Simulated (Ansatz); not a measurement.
Input for Ansatz (development build ahead of 0.2.0):

```yaml
crystal:
  periodic: [false, false, false]
  atoms:
    - { symbol: "N", position_ang: [0.0, 0.0, -1.41607] }
    - { symbol: H, position_ang: [0.94494, 0.0, -1.81205] }
    - { symbol: H, position_ang: [-0.47247, 0.81834, -1.81205] }
    - { symbol: H, position_ang: [-0.47247, -0.81834, -1.81205] }
    - { symbol: Cu, position_ang: [0.0, 0.0, 0.52926] }
basis:
  gaussian: { orbitals: cc-pVTZ }
total_charge: 1
hamiltonian:
  xc: hf
correlation:
  method: mp2
  frozen_orbitals: { Cu: 5, H: 0, "N": 1 }
```

The input is written out in the form of the current development build from the run's settings.

Output:

* Converged: yes
* Reference energy: -1695.00917 hartree
* Correlation energy: -1.12160 hartree
* Total energy: -1696.13077 hartree
* Spin squared of the determinant: 0.000
